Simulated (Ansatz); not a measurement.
A nudged elastic band was laid between two geometries of Cl4Ti + H2 (7 atoms, charge 0, multiplicity 1).

All numbers below come from Ansatz, RKS PBE/def2-SVP.

| Item | Value |
| --- | --- |
| movable images | 7 |
| climbing image | yes |
| spring | 5.0 eV/Å² |
| optimiser | quadratic models (default) |
| start path | straight line |
| force threshold | 0.05 eV/Å |
| iteration limit | 60 |
| end points | relaxed |

Initial state:

```xyz
7
Properties=species:S:1:pos:R:3
Ti 0.486 0.000 -0.092
Cl 0.578 0.000 2.081
Cl 2.504 0.000 -0.901
Cl -0.565 1.776 -0.776
Cl -0.565 -1.776 -0.776
H -3.192 0.000 1.230
H -2.737 0.000 1.849
```

Final state:

```xyz
7
Properties=species:S:1:pos:R:3
Ti -0.839 0.000 -0.674
Cl 0.605 0.000 3.468
Cl 1.307 0.000 -0.965
Cl -1.849 1.828 -1.242
Cl -1.849 -1.828 -1.242
H -0.962 0.000 1.013
H 0.095 0.000 2.257
```

(1) Which bonds break or form, and what moves?

(2) What energy profile does the band end with?

(3) What is the geometry of the highest image?

Results:

(1) Bonds broken: Ti1–Cl2, H6–H7. Bonds formed: Ti1–H6, Cl2–H7. Cl4Ti + H2 becomes Cl3HTi + ClH.

(2) The run converged. The highest image is number 6 of 0 to 8, 42.8 kcal/mol above the first end and 2.6 kcal/mol above the last; the last end lies 40.2 kcal/mol above the first. Another band between the same ends (7 images) ends at a top of the same energy, where a vibrational analysis finds 2 clearly imaginary modes. The orbitals stay closed-shell, which can raise the energy where a bond breaks towards radicals; this wasn't checked here.

```json
{"image": "0", "path coordinate (Å)": "0.00", "energy (kcal/mol)": "0.0", "Ti1–Cl2 (Å)": "2.18", "H6–H7 (Å)": "0.77", "Ti1–H6 (Å)": "3.91"}
{"image": "1", "path coordinate (Å)": "0.60", "energy (kcal/mol)": "0.5", "Ti1–Cl2 (Å)": "2.18", "H6–H7 (Å)": "0.77", "Ti1–H6 (Å)": "3.37"}
{"image": "2", "path coordinate (Å)": "1.20", "energy (kcal/mol)": "2.7", "Ti1–Cl2 (Å)": "2.20", "H6–H7 (Å)": "0.77", "Ti1–H6 (Å)": "2.82"}
{"image": "3", "path coordinate (Å)": "1.80", "energy (kcal/mol)": "7.9", "Ti1–Cl2 (Å)": "2.24", "H6–H7 (Å)": "0.78", "Ti1–H6 (Å)": "2.33"}
{"image": "4", "path coordinate (Å)": "2.40", "energy (kcal/mol)": "21.0", "Ti1–Cl2 (Å)": "2.41", "H6–H7 (Å)": "0.82", "Ti1–H6 (Å)": "2.01"}
{"image": "5", "path coordinate (Å)": "3.00", "energy (kcal/mol)": "37.3", "Ti1–Cl2 (Å)": "2.78", "H6–H7 (Å)": "1.01", "Ti1–H6 (Å)": "1.81"}
{"image": "6", "path coordinate (Å)": "3.60", "energy (kcal/mol)": "42.8", "Ti1–Cl2 (Å)": "3.33", "H6–H7 (Å)": "1.32", "Ti1–H6 (Å)": "1.73"}
{"image": "7", "path coordinate (Å)": "4.27", "energy (kcal/mol)": "41.0", "Ti1–Cl2 (Å)": "3.97", "H6–H7 (Å)": "1.52", "Ti1–H6 (Å)": "1.70"}
{"image": "8", "path coordinate (Å)": "4.94", "energy (kcal/mol)": "40.2", "Ti1–Cl2 (Å)": "4.39", "H6–H7 (Å)": "1.63", "Ti1–H6 (Å)": "1.69"}
```

(3) 
```xyz
7
Properties=species:S:1:pos:R:3
Ti -0.614 0.000 -0.346
Cl 0.630 0.000 2.741
Cl 1.549 0.000 -0.660
Cl -1.502 1.778 -1.192
Cl -1.502 -1.778 -1.192
H -1.476 0.000 1.148
H -0.576 0.000 2.116
```

The run took 2.8 min on 2 threads of Intel(R) Xeon(R) Platinum 8375C CPU @ 2.90GHz (Ice Lake), with other jobs on the host, peak memory 0.19 GiB.
